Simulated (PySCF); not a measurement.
BrF3Ge. Atoms are numbered in the order given.

```xyz
5

F     -1.3789    -0.7961     1.2955
Ge     0.0000     0.0000     0.6584
F      1.3789    -0.7961     1.2955
F      0.0000     1.5923     1.2955
Br     0.0000     0.0000    -1.6013
```
Charge 0, spin multiplicity 1.

Geometry optimised at B3LYP-D3(BJ)/def2-SVP.

All values below come from PySCF 2.14.0 with TDA-PBE/def2-SVPD.

Vertical excitations; the highest root listed may be one member of a degenerate set.  State labels are in the subgroup Cs.

Computed UV-visible absorptions:
```csv
state,symmetry,energy (eV),λ (nm),f,main pairs
S1,A",5.27,235,0.009,HOMO→LUMO (degenerate set)
S2,A',5.27,235,0.009,HOMO−1→LUMO (degenerate set)
S3,A",6.85,181,0.000,HOMO−3→LUMO 100 %
S4,A",7.14,174,0.008,HOMO−4→LUMO (degenerate set)
S5,A',7.14,174,0.008,HOMO−5→LUMO (degenerate set)
S6,A',7.29,170,0.151,HOMO−2→LUMO 81 %
S7,A',7.53,165,0.021,HOMO−6→LUMO (degenerate set)
S8,A",7.53,165,0.021,HOMO−7→LUMO (degenerate set)
S9,A",8.11,153,0.000,"HOMO→LUMO+1 50 %, HOMO−1→LUMO+2 50 %"
S10,A',8.18,152,0.000,"HOMO→LUMO+2 50 %, HOMO−1→LUMO+1 50 %"
T1,A",4.80,258,0,HOMO→LUMO (degenerate set)
T2,A',4.80,258,0,HOMO−1→LUMO (degenerate set)
T3,A',6.31,197,0,HOMO−2→LUMO 98 %
T4,A",6.57,189,0,HOMO−3→LUMO 100 %
```
Triplets are in the Tamm–Dancoff approximation.
